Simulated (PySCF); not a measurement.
## Trend along the chalcogens: MAl molecules

PBE with double-zeta basis sets in PySCF, for the lowest determinant that a PBE0 search found; no spin–orbit coupling. De refers to high-spin ground-configuration atoms. A positive dipole means M(−)Al(+).

```
 M                basis  state (unpaired electrons)  Re (Å)  ωe (cm⁻¹)  De (eV)  μ (D)
 O  cc-pV(D+d)Z/cc-pVDZ               doublet (σ ↑)   1.643        940     5.53   3.61
 S             def2-SVP               doublet (σ ↑)   2.053        609     4.43   3.20
Se              pcseg-1               doublet (σ ↑)   2.186        468     3.96   3.08
Te             def2-SVP               doublet (σ ↑)   2.393        391     3.36   2.47
```

The shortest bond is that of AlO (1.643 Å), the longest that of AlTe (2.393 Å). AlO is bound most strongly (5.53 eV) and AlTe least (3.36 eV).

The rows differ in basis set, which adds steps of its own.

Down a group the atoms grow and get heavier, so bonds lengthen and wavenumbers fall; this series shows no clear exception.

These are scalar-relativistic numbers at best; spin–orbit coupling would shift them, the dissociation energy most. States were picked by a PBE0 search and need not be the measured ground states.
